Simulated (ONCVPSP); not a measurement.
# What the settings do to the ONCV potential of silicon

Base potential:

```
Element                 : silicon
Generator               : ONCVPSP 4.0.1
Type                    : optimised norm-conserving Vanderbilt (ONCV)
Functional              : BLYP
Relativity              : scalar-relativistic
Frozen core             : [He]
Valence charge          : 12
Reference configuration : 2s2 2p6 3s1 3p3
Partial waves           : 2s+3s: rc 0.85 bohr, ncon 5, nbas 8, qcut 10.7 1/bohr, 3 projectors, debl 3.4 Ha; 2p+3p: rc 0.90 bohr, ncon 4, nbas 8, qcut 15.2 1/bohr, 2 projectors; d scattering state at 0.23 Ha: rc 0.85 bohr, ncon 3, nbas 7, qcut 10.7 1/bohr, local
Local potential         : the d channel
Core correction         : Teter function fitted to the true core (icmod 2), fcfact 0.6
```

All-electron outer shells of the reference configuration (BLYP, scalar-relativistic, ld1.x):

| shell | level (eV) | outermost node (bohr) | outermost maximum (bohr) |
| --- | --- | --- | --- |
| 1s | -1788.86 | – | 0.07 |
| 2s | -140.91 | 0.15 | 0.45 |
| 2p | -97.16 | – | 0.39 |
| 3s | -11.44 | 0.72 | 1.75 |
| 3p | -4.50 | 0.71 | 2.09 |

Cutoffs, loose and tight: the cutoffs (Ha) at which the residual kinetic energy of the hardest occupied pseudo-wave falls to 1 and 0.1 mHa per electron. They do not see the model core or the augmentation charge, which bear on the density cutoff. Test errors are all-electron minus pseudo excitation energies from the reference, over the configurations 2s2 2p6 3s2 3p2; 2s2 2p6 3s2 3p1; 2s2 2p6 3s2 3p0; 2s2 2p5 3s2 3p2. A dash means not determined; rows that change the core or the reference have their own tests.

```csv
change,outcome,"cutoff, loose","cutoff, tight",bound ghosts,GHOST(+) flags above zero,largest test error (meV)
base,generated,94 Ha,208 Ha,none,none,+435
reference 2s2 2p6 3s1.5 3p2.5,generated,94 Ha,208 Ha,none,none,+3.5
"core correction Teter function fitted to the true core (icmod 2), fcfact 0.98",generated,94 Ha,208 Ha,none,none,+433
```

(1) What comes out with this change to the base: s: rc 1?

Answers

(1) outcome: generated; cutoff, loose: 94 Ha; cutoff, tight: 106 Ha; bound ghosts: none; GHOST(+) flags above zero: none; largest test error (meV): +449.
